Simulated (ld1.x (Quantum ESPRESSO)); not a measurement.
Building the PAW potential for Bi (Z = 83) (PBE, scalar-relativistic).

| Quantity | Value |
| --- | --- |
| Element | bismuth |
| Generator | ld1.x (Quantum ESPRESSO) 7.5 |
| Type | PAW |
| Functional | PBE |
| Relativity | scalar-relativistic |
| Frozen core | [Kr] 4d10 4f14 |
| Valence charge | 23 |
| Reference configuration | 5s2 5p6 5d10 6s2 6p2 (charge +1) |
| Partial waves | 5s (bound): rcut 1.35, rcutus 1.75 bohr; 6s (bound): rcut 1.35, rcutus 1.75 bohr; 5p (bound): rcut 1.40, rcutus 1.90 bohr; 6p (bound): rcut 1.40, rcutus 1.90 bohr; 5d (bound): rcut 1.40, rcutus 1.55 bohr; 5d channel at -2.15 Ry: rcut 1.40, rcutus 1.55 bohr |
| Local potential | all-electron potential smoothed inside 1.35 bohr (lloc = -1) |
| Core correction | a·sin(br)/r model core, default radius (ld1.x builds one for every PAW set, though the input has nlcc=.false.) |
| Augmentation charge | PSQ, inside the norm-conserving radii |

All-electron outer shells of the reference configuration (PBE, scalar-relativistic, ld1.x):

```tsv
shell	level (eV)	outermost node (bohr)	outermost maximum (bohr)
5s	-165.93	0.44	0.77
4f	-160.75	–	0.34
5p	-104.00	0.48	0.86
5d	-35.19	0.51	1.03
6s	-22.11	0.98	1.86
6p	-11.44	1.14	2.35
```

**Question.** Does the generator finish with these settings?

**Answer.** Yes, a potential is produced and its reference levels are reproduced.

**Question.** Estimate the cutoffs (Ry, on a coarse ladder) from which the occupation-weighted sum of valence levels, in a spherical-Bessel basis at the reference potential, stays within 10 and 1 mRy of its value at 400 Ry.

**Answer.** 60 Ry and 110 Ry.

**Question.** Does the potential have ghost states?

**Answer.** No extra level below or beside the all-electron valence levels (s, p, d, f tested).

**Question.** Is the overlap operator S = 1 + Σ q|β⟩⟨β| positive definite (Bessel basis up to 400 Ry)?

**Answer.** Yes: its lowest eigenvalue is 0.51 (s channel).

**Question.** Which valence shell sets the plane-wave cutoff?

**Answer.** 5d: its level needs 55 Ry to come within 1 mRy, against 30 Ry for 5s.

**Question.** Tests: 5s2 5p6 5d10 6s2 6p3; 5s2 5p6 5d10 6s2 6p1; 5s2 5p6 5d10 6s2 6p0; 5s2 5p6 5d10 6s1 6p4; 5s2 5p6 5d10 6s1 6p0; 5s1 5p6 5d10 6s2 6p3; 5s2 5p6 5d10 6s0 6p5. Which has the largest error in its energy relative to the reference configuration, and how large is it?

**Answer.** 5s1 5p6 5d10 6s2 6p3, with -131 meV (all-electron minus pseudo) on +157.96 eV.
